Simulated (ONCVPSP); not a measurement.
# Varying the ONCV potential for S (Z = 16)

Base potential:

ONCVPSP 4.0.1 input, shortened (lines: element, Z, core and valence counts, functional; n l f; lmax; l rc ep ncon nbas qcut; lloc lpopt rc5 dvloc0; l nproj debl; icmod fcfact rcfact), PBEsol, scalar-relativistic:

```
  S 16.00    1    4  -116133      upf
    1    0    2.00
    2    0    2.00
    2    1    6.00
    3    0    2.00
    3    1    3.00
    2
    0    0.95    0.00    4    7   16.20
    1    0.90    0.00    4    9   15.20
    2    1.00    0.03    4    7   11.40
    4    5    0.65    3.00
    0    2    0.60
    1    2    1.00
    2    1    3.60
    0    0.00    0.00
```

Cutoffs, loose and tight: the cutoffs (Ha) at which the residual kinetic energy of the hardest occupied pseudo-wave falls to 1 and 0.1 mHa per electron. They do not see the model core or the augmentation charge, which bear on the density cutoff. Test errors are all-electron minus pseudo excitation energies from the reference, over the configurations 2s2 2p6 3s2 3p4; 2s2 2p6 3s2 3p2; 2s2 2p6 3s2 3p1; 2s2 2p5 3s2 3p4. A dash means not determined; rows that change the core or the reference have their own tests.

| change | outcome | cutoff, loose | cutoff, tight | bound ghosts | GHOST(+) flags above zero | largest test error (meV) |
| --- | --- | --- | --- | --- | --- | --- |
| base | generated | 98 Ha | 108 Ha | none | none | +1097 |
| all radii scaled by about 0.76 (s 0.72, p 0.68, d 0.76 bohr); local potential polynomial inside 0.50 bohr (lpopt 5, dvloc0 3 Ha) | generated | 347 Ha | 596 Ha | none | none | +514 |
| all radii scaled by about 0.82 (s 0.78, p 0.74, d 0.82 bohr); local potential polynomial inside 0.54 bohr (lpopt 5, dvloc0 3 Ha) | generated | 119 Ha | 467 Ha | none | none | +656 |
| all radii scaled by about 0.91 (s 0.86, p 0.82, d 0.92 bohr); local potential polynomial inside 0.60 bohr (lpopt 5, dvloc0 3 Ha) | generated | 105 Ha | 153 Ha | none | none | +868 |
| all radii scaled by about 0.96 (s 0.92, p 0.86, d 0.96 bohr); local potential polynomial inside 0.62 bohr (lpopt 5, dvloc0 3 Ha) | generated | 101 Ha | 113 Ha | none | none | +980 |
| all radii scaled by about 1.07 (s 1.02, p 0.96, d 1.06 bohr); local potential polynomial inside 0.70 bohr (lpopt 5, dvloc0 3 Ha) | generated | 92 Ha | 103 Ha | none | none | +1287 |
| all radii scaled by about 1.16 (s 1.10, p 1.04, d 1.16 bohr); local potential polynomial inside 0.76 bohr (lpopt 5, dvloc0 3 Ha) | generated | 87 Ha | 98 Ha | none | none | +1543 |
| all radii scaled by about 1.20 (s 1.14, p 1.08, d 1.20 bohr); local potential polynomial inside 0.78 bohr (lpopt 5, dvloc0 3 Ha) | generated | 85 Ha | 95 Ha | none | none | +1668 |
| all radii scaled by about 1.24 (s 1.18, p 1.12, d 1.24 bohr); local potential polynomial inside 0.80 bohr (lpopt 5, dvloc0 3 Ha) | generated | 82 Ha | 93 Ha | none | none | +1823 |
| all radii scaled by about 1.31 (s 1.24, p 1.18, d 1.32 bohr); local potential polynomial inside 0.86 bohr (lpopt 5, dvloc0 3 Ha) | generated | 78 Ha | 90 Ha | none | none | +2005 |

Reading the sweep of the scale of all radii (base = 1) (base included, trends over the rows without a ghost): The loose cutoff falls from 347 Ha at 0.76 to 78 Ha at 1.31. A larger radius leaves more room for a smooth pseudo-wave, so fewer plane waves are needed; a smaller one forces it to follow the all-electron wave where it bends sharply. The median size of the test errors (rows with all tests solved) stays near 3.7 meV.
